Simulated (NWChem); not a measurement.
# SiHF$_{3}$; SMILES F[SiH](F)F

Program: NWChem. The geometry was optimised at PBE0/def2-SVP.

Diagonal of the polarisability tensor at CAM-B3LYP/def2-SVPD, static: 24.36, 24.36, 24.76 bohr³.

Problem. Find the mean polarisability volume, the molar refraction, and the refractive index that an ideal gas of it would have at 273.15 K and 1 atm.

Solution. 
1. Mean: one third of the trace = 24.49 bohr³ × 0.14818 Å³/bohr³ = 3.63 Å³.
2. Molar refraction (Lorentz-Lorenz): (4π/3) N_A α = 9.2 cm³/mol.
3. Number density p/kT = 2.687 × 10⁻⁵ Å⁻³; n − 1 = 2π N α = 6.13 × 10⁻⁴.
4. These hold the electronic response alone: vibrational and orientational terms add to the static dielectric constant.
